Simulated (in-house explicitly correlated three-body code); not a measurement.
Computed with an exponentially correlated three-body code. Model: two electrons around a point charge, non-relativistic, variational in 260 exponentially correlated functions (energies converged to about 1e-7 hartree, or 1e-8 relative for large Z).

For two electrons in a singlet the Kohn-Sham orbital is the square root of half the density, so the exact Kohn-Sham potential and energy parts follow from the density alone, and exchange is minus half the Hartree energy. The Kohn-Sham level equals minus the binding energy of the second electron.

Command:
```bash
python run_hyl.py task.json out
```
Settings (lengths in bohr, energies in hartree):
```
Z                      0.965
interaction_strength   1
functions              260
states_tried           1
```

Run time, properties included: 8.1 s on 1 thread of Intel(R) Xeon(R) Platinum 8488C (Sapphire Rapids), with other jobs on the host.

**Converged states only, values per electron or pair.**

Given: nuclear charge 0.965.

```tsv
term	mean r (bohr)	mean r squared (bohr²)	mean inverse r (1/bohr)	mean r12 (bohr)	mean inverse r12 (1/bohr)	mean cosine	mean p1 dot p2 (bohr⁻²)	delta r1 (bohr⁻³)	delta r12 (bohr⁻³)
1 1S	2.9978	15.318	0.64545	4.9279	0.28325	-0.10377	0.02803	0.14519	0.0020572
```

**Exact Kohn-Sham parts of the ground state from its density.**

Computed: total energy -0.481236594 hartree; Kohn-Sham kinetic 0.4541 hartree; Hartree energy 0.70718 hartree; exchange energy -0.35359 hartree; kinetic part of the DFT correlation energy 0.027136 hartree; potential part of the DFT correlation energy -0.070341 hartree; exact minus restricted Hartree-Fock -0.040069 hartree; restricted Hartree-Fock level -0.92871 eV.

(1) What is the Kohn-Sham level?

(2) What is the DFT correlation energy?

**Functionals on the exact density and self-consistent, errors are functional minus exact, hybrids only self-consistent, a dash where a self-consistent run leaves the top level unbound.**

| result | exchange error (millihartree) | correlation error (millihartree) | functional driven error (millihartree) |
| --- | --- | --- | --- |
| TPSS | -13.759 | 12.274 | -1.4848 |
| M06-L | -10.768 | 14.059 | 3.291 |
| PBE | ? | ? | ? |
| RPBE | -20.488 | 14.055 | -6.4333 |
| LDA PW92 | 38.925 | -25.843 | 13.082 |
| SCAN | -12.972 | 14.228 | 1.2562 |
| LDA VWN5 | 38.925 | -25.823 | 13.102 |
| BP86 | -16.572 | 5.9979 | -10.574 |

(3) What belongs in the row PBE?

**Density and exact potentials over r, pair density (one pair, times 4 pi r12^2) and exact minus Kohn-Sham pair density over r12.**

```
radius (bohr)  radial density (electrons/bohr)  exchange potential (hartree)  intracule density (1/bohr)  Coulomb hole against Kohn-Sham (1/bohr)  correlation potential (hartree)
        0.237                          0.13032                      -0.63178                   0.0017669                                -0.006004                            -0.07
        0.288                           0.1748                      -0.62617                   0.0026952                                -0.008636                           -0.066
         0.35                          0.22984                       -0.6185                   0.0041235                                 -0.01231                            -0.06
        0.425                          0.29475                      -0.60824                   0.0063089                                  -0.0173                           -0.052
        0.516                          0.36739                      -0.59473                   0.0096512                                  -0.0239                           -0.042
        0.626                          0.44256                      -0.57736                    0.014704                                 -0.03221                           -0.029
         0.76                          0.51301                      -0.55543                    0.022301                                 -0.04208                           -0.014
        0.923                          0.56833                      -0.52855                    0.033472                                 -0.05264                            0.003
         1.12                          0.59765                      -0.49683                     0.04926                                 -0.06195                            0.021
         1.36                           0.5934                      -0.46044                    0.070698                                 -0.06712                            0.039
         1.65                          0.55397                      -0.42054                    0.097629                                 -0.06448                            0.053
            2                          0.48599                      -0.37851                     0.12815                                 -0.05141                            0.061
         2.43                          0.40052                      -0.33517                     0.15818                                  -0.0279                            0.061
         2.95                          0.31285                       -0.2928                     0.17972                                0.0004582                            0.052
         3.59                          0.23225                      -0.25208                     0.18463                                  0.02469                            0.036
         4.36                                ?                             ?                           ?                                        ?                                ?
         5.29                           0.1122                      -0.18164                     0.13353                                  0.03186                             0.01
         6.42                         0.071262                      -0.15227                    0.091394                                  0.01958                            0.004
         7.79                         0.041614                      -0.12687                    0.053751                                 0.007634                            0.001
         9.46                         0.021806                      -0.10513                    0.027231                                0.0008675                                0
         11.5                                ?                             ?                           ?                                        ?                                ?
         13.9                        0.0040293                     -0.071887                   0.0046482                                -0.001009                                0
         16.9                        0.0013083                     -0.059159                   0.0014757                               -0.0004843                                0
         20.6                       0.00033077                     -0.048541                  0.00036791                               -0.0001574                                0
```

(4) What belongs in the row 4.36?

(5) What belongs in the row 11.5?

Answers

(1) -0.42515 eV.

(2) -0.043205 hartree.

(3) exchange error (millihartree): -13.245; correlation error (millihartree): 14.055; functional driven error (millihartree): 0.81045.

(4) radial density (electrons/bohr): 0.16541; exchange potential (hartree): -0.21492; intracule density (1/bohr): 0.16807; Coulomb hole against Kohn-Sham (1/bohr): 0.03564; correlation potential (hartree): 0.021.

(5) radial density (electrons/bohr): 0.0099943; exchange potential (hartree): -0.086766; intracule density (1/bohr): 0.011934; Coulomb hole against Kohn-Sham (1/bohr): -0.001151; correlation potential (hartree): 0.

The correlation energy of density-functional theory lies 3.1 millihartree below exact minus Hartree-Fock, because the Hartree-Fock density, unlike the exact one, minimises the Hartree-Fock energy.
